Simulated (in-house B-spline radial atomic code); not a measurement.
# The indium ion In³⁺: [Kr] 4d10

Computed with an all-electron radial atomic-structure program (B-spline basis): Dirac-Kohn-Sham PBE0, spherical fractional occupations, Fermi nucleus of rms radius 4.6156 fm.

Effective charges: Z_r = [3n² - l(l+1)]/(2<r>) from the radius, Z_e = n√(-2ε) from the energy, and Slater's rules. Values are occupation-weighted means over j. An effective charge above Z reflects the relativistic contraction of the inner shells.

```csv
shell,electrons,ε (eV),<r> (bohr),Z_r,Z_e,Slater
1s,2,-27857,0.02971,50.49,45.25,48.70
2s,2,-4217.9,0.1281,46.85,35.21,44.85
2p,6,-3791.7,0.112,44.65,33.39,44.85
3s,2,-834.39,0.3478,38.81,23.49,37.75
3p,6,-693.26,0.3464,36.09,21.41,37.75
3d,10,-472.01,0.3241,32.40,17.67,27.85
4s,2,-155.6,0.8495,28.25,13.53,21.25
4p,6,-112.91,0.9214,24.96,11.52,21.25
4d,10,-50.355,1.148,18.30,7.70,9.85
```

The least bound orbital is 4d5/2 at -49.99 eV, and it is also the most diffuse (<r> = 1.153 bohr).

Spin-orbit splittings of the orbital energies (j = l + 1/2 above j = l - 1/2 when positive): 2p 211.1 eV, 3p 38.43 eV, 3d 7.846 eV, 4p 6.73 eV, 4d 0.9057 eV.

For the 1s electron the small component carries 3.23 % of the norm, the zero-frequency Breit interaction raises the level by 63.47 eV, self-energy by 35.81 eV, and vacuum polarisation lowers it by 4.64 eV.
